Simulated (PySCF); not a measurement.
PySCF input file for sulfuric acid anion (H2O4S), SMILES O=S(=O)(O)O (connectivity only; charge and spin as stated), charge -1, multiplicity 2, IEF-PCM-M06-2X/def2-SVPD. Geometry: PBE0-D3(BJ)/def2-SVPD. The multiplicity is an assumed one; other spin states were not compared. Other conformers were not sampled.

```python
import numpy as np
from pyscf import gto, scf, dft
from pyscf.solvent import pcm

mol = gto.M(
    atom='''
    O     0.21891272   -1.77376647   -0.62169075
    S     0.00000000    0.00000000   -0.03879671
    O    -1.26155051   -0.16450849    0.73186908
    O     1.26155051    0.16450849    0.73186907
    O    -0.21891273    1.77376647   -0.62169075
    H    -0.70032377   -2.06492249   -0.57105289
    H     0.70032377    2.06492248   -0.57105288
    ''',
    basis='def2-SVPD',
    charge=-1,
    spin=1,
    max_memory=1600,
    verbose=3,
)
mf = dft.UKS(mol, xc='m06-2x').density_fit(auxbasis='def2-universal-jkfit')
mf.grids.level = 4
mf.conv_tol = 1e-9
mf.max_cycle = 100
mf.kernel()
fine, coarse = mf.grids, dft.Grids(mol).set(level=1).build(with_non0tab=True)
for _ in range(3):  # follow internal instabilities
    mf.grids = coarse
    mo, _, stable, _ = mf.stability(return_status=True, nroots=4)
    mf.grids = fine
    if stable:
        break
    mf.kernel(mf.make_rdm1(mo, mf.mo_occ))
res = {}
for name, eps in {'water': 78.355, 'toluene': 2.3741, 'ethylethanoate': 5.9867}.items():
    s = mf.PCM()
    s.with_solvent.method, s.with_solvent.eps, s.with_solvent.lebedev_order = 'IEF-PCM', eps, 17
    s.kernel(mf.make_rdm1())
    res[name] = (s.e_tot, eps, s.dip_moment(), s.mo_energy, s.converged)
    print(f'{name}: electrostatic solvation free energy {(s.e_tot - mf.e_tot) * 627.509474:.3f} kcal/mol')
```

It prints:

```

WARN: HOMO -0.220796146995287 >= LUMO -0.220796146995286

converged SCF energy = -699.778903853713  <S^2> = 0.7596066  2S+1 = 2.0095836
<class 'pyscf.df.df_jk.DFUKS'> wavefunction is stable in the internal stability analysis

WARN: PCM is an experimental feature. It is still in testing.
Features and APIs may be changed in the future.

converged SCF energy = -699.877356377542  <S^2> = 0.76023459  2S+1 = 2.0102085

WARN: System has nonzero charge -1; the dipole moment is origin-dependent.
Location of origin: [0. 0. 0.]

Dipole moment(X, Y, Z, Debye):  0.00000, -0.00000, -1.91273
water: electrostatic solvation free energy -61.780 kcal/mol

WARN: PCM is an experimental feature. It is still in testing.
Features and APIs may be changed in the future.

converged SCF energy = -699.8346724863  <S^2> = 0.75988845  2S+1 = 2.0098641

WARN: System has nonzero charge -1; the dipole moment is origin-dependent.
Location of origin: [0. 0. 0.]

Dipole moment(X, Y, Z, Debye):  0.00000, -0.00000, -1.55918
toluene: electrostatic solvation free energy -34.995 kcal/mol

WARN: PCM is an experimental feature. It is still in testing.
Features and APIs may be changed in the future.

converged SCF energy = -699.860733424501  <S^2> = 0.76008361  2S+1 = 2.0100583

WARN: System has nonzero charge -1; the dipole moment is origin-dependent.
Location of origin: [0. 0. 0.]

Dipole moment(X, Y, Z, Debye):  0.00000, -0.00000, -1.75038
ethylethanoate: electrostatic solvation free energy -51.349 kcal/mol
```

The calculation finished and met its thresholds.

Cost: around 4 core-minutes (rough).
